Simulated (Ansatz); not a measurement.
Consider the ligand exchange at the Si–C bond: `B[SiH2][CH2][GeH3]` + `OBF` → `B[SiH2]OBF` + `[CH3][GeH3]`.

Calculated with Ansatz (gas phase, PBE0-D4/def2-TZVP geometries, no zero-point term in ΔE). CCSD(T)/CBS is the MP2 limit (def2-TZVPP, def2-QZVPP) plus CCSD(T) − MP2 in def2-TZVPP, frozen cores. This one scheme is used for every species. Functionals use def2-TZVPP. B3LYP here is the variant with VWN-RPA as its local correlation; programs differ in this. For Ge outer-core shells are correlated without core-valence functions, which leaves a few kJ/mol of doubt a bond. Scalar relativity is left out up to krypton. One conformer a species, not always the lowest.

| level | ΔE (eV) |
| --- | --- |
| r2SCAN-D4 | -0.87 |
| B3LYP-D4 | -0.91 |
| ωB97X-V | -0.88 |
| B2PLYP | -0.94 |
| r2SCAN | -0.88 |
| PBE0 | -0.82 |
| SCS-MP2/def2-QZVPP | -0.91 |
| HF/CBS(def2) | -1.13 |

What does CCSD(T)/CBS give? (Estimate.)

Computed: -0.85 eV. The listed levels differ from it by -0.02, -0.06, -0.03, -0.09, -0.03, 0.03, -0.06, -0.28 eV.

Largest T1 diagnostic among the species: 0.013.

The D4 term adds +0.05 eV with B3LYP and +0.03 eV with PBE0; it sums over pairs of atoms, weighted by their polarisabilities, and B3LYP, whose exchange is more repulsive, gets the larger term. From PBE to PBE0 (25 % exact exchange), in def2-TZVPP and without D4, ΔE moves by −0.03 eV. In def2-TZVPP, CCSD(T) changes the Hartree–Fock value by +0.26 eV (the triples alone add +0.04 eV) and MP2 by +0.26 eV.
